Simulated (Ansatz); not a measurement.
## Relative stability

Two relaxed structures of ZnBNH₂, singlet (PBE0-D4/def2-TZVP; forces vanish, vibrations not checked).

A:

B1  (0.110, -0.079, 0.415)
N2  (-1.031, -0.477, 0.699)
Zn3  (1.967, 0.569, -0.048)
H4  (-1.943, -0.795, 0.928)
H5  (3.385, 1.064, -0.402)
(Å)

B:

```xyz
5
angstrom
B -1.4548 -0.3092 -0.3886
N -0.2724 -0.0583 -0.0734
Zn 1.4284 0.3034 0.3813
H -2.5657 -0.5448 -0.6847
H 2.8645 0.6089 0.7654
```

Ansatz 0.2.0; basis: def2-TZVPP; cores frozen in the correlated methods. The 3s and 3p shells of Cu and Zn are frozen; filled d shells are correlated. B3LYP uses VWN-RPA correlation.

Question: Which structure is lower at CCSD(T), and by how much? (An estimate is asked for; the value comes from the calculation.)

Answer: The calculation gives: B, by 45.8 kJ/mol (electronic energy, against the other). By their contacts, A is ZnBNH₂ ([NH][B][ZnH]) and B is ZnBNH₂ ([BH][N][ZnH]).

All methods give the same order:

```csv
method,E(B) − E(A) (kJ/mol)
PBE-D4,-38.2
r2SCAN-D4,-46.8
PBE0-D4,-40.1
B3LYP-D4,-47.1
wB97M-V,-43.6
HF,-57.0
MP2,-52.7
CCSD,-46.9
CCSD(T),-45.8
```

The T1 diagnostic stays at or below 0.018.

Labels in which every atom is bracketed show which atoms are joined, not bond orders.

For scale, one of the runs: CCSD(T)/def2-TZVPP, 154 basis functions, launched by `ansatz run in.yaml --threads 2 --pin off --events-out ev --progress --plain --max-ram 4352MiB`. Time: 24 s of wall clock on 2 CPU threads of an Arm Neoverse V1; the host was shared. Peak host memory: 1 GiB.
